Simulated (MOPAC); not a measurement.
MOPAC input (AM1):

```
AM1 PRECISE GNORM=0.05 LET XYZ CHARGE=1 GEO-OK AUX(PRECISION=9) THREADS=1
CH4NO

N    -1.09895400 1    0.24210600 1    0.04933200 1
C     0.18292100 1    0.38685900 1   -0.06554600 1
O     1.06504900 1   -0.54321300 1   -0.00639100 1
H    -1.55012600 1   -0.65358000 1    0.20314900 1
H    -1.70318200 1    1.05336800 1   -0.01456900 1
H     0.59089700 1    1.37957500 1   -0.22917100 1
H     0.73717200 1   -1.44955300 1    0.13967600 1
```

Output:

```
 *******************************************************************************
 **                                                                           **
 **                              MOPAC v23.2.5                                **
 **                                                                           **
 *******************************************************************************
 ** MOPAC's Digital Object Identifier: https://doi.org/10.5281/zenodo.6511958 **
 **                                                                           **
 ** Please cite the open-source release paper for use of this MOPAC version:  **
 ** J. E. Moussa and J. J. P. Stewart (2026)                                  **
 ** MOPAC: An open-source semiempirical molecular orbital program             **
 ** J. Open Source Softw., 11(119), 8025, https://doi.org/10.21105/joss.08025 **
 *******************************************************************************

                              AM1 CALCULATION RESULTS

 *******************************************************************************
 *  AM1        - The AM1 Hamiltonian to be used
 *  GEO-OK     - OVERRIDE INTERATOMIC DISTANCE AND OTHER SAFETY CHECKS
 *
 *
 *
 *                 CHARGE ON SYSTEM = +1
 *
 *
 *
 *  LET        - OVERRIDE SOME SAFETY CHECKS
 *  PRECISE    - TIGHTER CRITERIA TO BE USED
 *  XYZ        - CARTESIAN COORDINATE SYSTEM TO BE USED
 *  GNORM      - EXIT WHEN GRADIENT NORM DROPS BELOW 0.050
 *  AUX        - OUTPUT AUXILIARY INFORMATION
 *******************************************************************************
AM1 PRECISE GNORM=0.05 LET XYZ CHARGE=1 GEO-OK AUX(PRECISION=9) THREADS=1
 CH4NO

   ATOM   CHEMICAL          X               Y               Z
  NUMBER   SYMBOL      (ANGSTROMS)     (ANGSTROMS)     (ANGSTROMS)

     1       N         -1.09895400  *   0.24210600  *   0.04933200  *
     2       C          0.18292100  *   0.38685900  *  -0.06554600  *
     3       O          1.06504900  *  -0.54321300  *  -0.00639100  *
     4       H         -1.55012600  *  -0.65358000  *   0.20314900  *
     5       H         -1.70318200  *   1.05336800  *  -0.01456900  *
     6       H          0.59089700  *   1.37957500  *  -0.22917100  *
     7       H          0.73717200  *  -1.44955300  *   0.13967600  *

          CARTESIAN COORDINATES

    NO.       ATOM           X           Y           Z

     1         N         -1.0990      0.2421      0.0493
     2         C          0.1829      0.3869     -0.0655
     3         O          1.0650     -0.5432     -0.0064
     4         H         -1.5501     -0.6536      0.2031
     5         H         -1.7032      1.0534     -0.0146
     6         H          0.5909      1.3796     -0.2292
     7         H          0.7372     -1.4496      0.1397

  H: (AM1): M.J.S. DEWAR ET AL, J. AM. CHEM. SOC. 107 3902-3909 (1985)
  C: (AM1): M.J.S. DEWAR ET AL, J. AM. CHEM. SOC. 107 3902-3909 (1985)
  N: (AM1): M.J.S. DEWAR ET AL, J. AM. CHEM. SOC. 107 3902-3909 (1985)
  O: (AM1): M.J.S. DEWAR ET AL, J. AM. CHEM. SOC. 107 3902-3909 (1985)

           Empirical Formula: C H4 N O  =     7 atoms

      MOLECULAR POINT GROUP   :   Cs

      RHF CALCULATION, NO. OF DOUBLY OCCUPIED LEVELS = 9

          Geometry optimization using EF

          DIAGONAL MATRIX USED AS START HESSIAN

 CYCLE:     1  GRAD.:   122.810 HEAT:  125.8549
 CYCLE:     2  GRAD.:   288.944 HEAT:  144.5230
 CYCLE:     3  GRAD.:   372.883 HEAT:  147.1381
 CYCLE:     4  GRAD.:   491.957 HEAT:  150.8684
 CYCLE:     5  GRAD.:   275.905 HEAT:  135.6853
 CYCLE:     6  GRAD.:   273.753 HEAT:  138.0330
 CYCLE:     7  GRAD.:   329.404 HEAT:  140.5882
 CYCLE:     8  GRAD.:   191.636 HEAT:  132.5589
 CYCLE:     9  GRAD.:   248.490 HEAT:  133.1563
 CYCLE:    10  GRAD.:   165.779 HEAT:  126.6302
 CYCLE:    11  GRAD.:    74.300 HEAT:  123.8301
 CYCLE:    12  GRAD.:   199.351 HEAT:  130.3598
 CYCLE:    13  GRAD.:    36.730 HEAT:  122.9402
 CYCLE:    14  GRAD.:    44.204 HEAT:  122.9524
 CYCLE:    15  GRAD.:    10.552 HEAT:  122.1173
 CYCLE:    16  GRAD.:    28.031 HEAT:  122.4475
 CYCLE:    17  GRAD.:     1.915 HEAT:  122.0644
 CYCLE:    18  GRAD.:     1.067 HEAT:  122.0638
 CYCLE:    19  GRAD.:     0.050 HEAT:  122.0635
 CYCLE:    20  GRAD.:     0.033 HEAT:  122.0635

     GRADIENT =  0.03288 IS LESS THAN CUTOFF =  0.05000

 -------------------------------------------------------------------------------
 AM1 PRECISE GNORM=0.05 LET XYZ CHARGE=1 GEO-OK AUX(PRECISION=9) THREADS=1
 CH4NO

     GEOMETRY OPTIMISED USING EIGENVECTOR FOLLOWING (EF).
     SCF FIELD WAS ACHIEVED

                              AM1 CALCULATION
                                                       MOPAC v23.2.5 Linux

          FINAL HEAT OF FORMATION =        122.06353 KCAL/MOL =     510.71379 KJ/MOL

          COSMO AREA              =         78.78 SQUARE ANGSTROMS
          COSMO VOLUME            =         59.63 CUBIC ANGSTROMS

          GRADIENT NORM           =          0.03288          =       0.01243 PER ATOM
          IONIZATION POTENTIAL    =         18.382905 EV
          HOMO LUMO ENERGIES (EV) =        -18.383 -6.091
          NO. OF FILLED LEVELS    =          9
          MOLECULAR WEIGHT        =         46.0487         POINT GROUP:  Cs

          MOLECULAR DIMENSIONS (Angstroms)

            Atom       Atom       Distance
            H     7    H     5     3.53353
            H     6    H     4     3.05437
            H     5    O     3     0.00000

          SCF CALCULATIONS        =         21

   ATOM   CHEMICAL          X               Y               Z
  NUMBER   SYMBOL      (ANGSTROMS)     (ANGSTROMS)     (ANGSTROMS)

     1       N         -1.12632694  *   0.24938837  *   0.05039256  *
     2       C          0.17964091  *   0.40256374  *  -0.06740983  *
     3       O          1.08872248  *  -0.56626480  *  -0.00505953  *
     4       H         -1.56502902  *  -0.64013147  *   0.20245378  *
     5       H         -1.73871313  *   1.04500933  *  -0.01080100  *
     6       H          0.66032993  *   1.40676766  *  -0.23799083  *
     7       H          0.73721843  *  -1.47135377  *   0.14259868  *

                             CARTESIAN COORDINATES

   1    N       -1.126326938     0.249388371     0.050392558
   2    C        0.179640908     0.402563745    -0.067409833
   3    O        1.088722483    -0.566264804    -0.005059532
   4    H       -1.565029025    -0.640131471     0.202453782
   5    H       -1.738713129     1.045009331    -0.010800995
   6    H        0.660329930     1.406767656    -0.237990829
   7    H        0.737218427    -1.471353765     0.142598676

           Empirical Formula: C H4 N O  =     7 atoms

      MOLECULAR POINT GROUP   :   Cs

                  EIGENVALUES
 -46.77400 -42.26565 -31.44027 -26.51514 -25.66353 -22.15980 -21.61958 -21.00559
 -18.38290  -6.09101  -4.58593  -3.61718  -2.79014  -1.38111  -0.74598  -0.00986

              NET ATOMIC CHARGES AND DIPOLE CONTRIBUTIONS

  ATOM NO.   TYPE          CHARGE      No. of ELECS.   s-Pop       p-Pop
    1          N          -0.281009        5.2810     1.44962     3.83139
    2          C           0.284567        3.7154     1.28073     2.43470
    3          O          -0.162869        6.1629     1.85349     4.30937
    4          H           0.282787        0.7172     0.71721
    5          H           0.306724        0.6933     0.69328
    6          H           0.276570        0.7234     0.72343
    7          H           0.293230        0.7068     0.70677
 DIPOLE           X         Y         Z       TOTAL
 POINT-CHG.    -2.054     1.164    -0.003     2.361
 HYBRID        -0.782    -0.612     0.140     1.003
 SUM           -2.836     0.552     0.137     2.892

          ATOMIC ORBITAL ELECTRON POPULATIONS

     Atom    s        px        py        pz
    1  N   1.44962   1.07262   1.20620   1.55256
    2  C   1.28073   0.80169   0.96256   0.67045
    3  O   1.85349   1.32592   1.21844   1.76501
    4  H   0.71721
    5  H   0.69328
    6  H   0.72343
    7  H   0.70677

 **********************
 *                    *
 * JOB ENDED NORMALLY *
 *                    *
 **********************

 == MOPAC DONE ==
```

The dipole moment of an ion depends on the origin.

The geometry given is a B3LYP-D3(BJ)/def2-TZVP minimum.
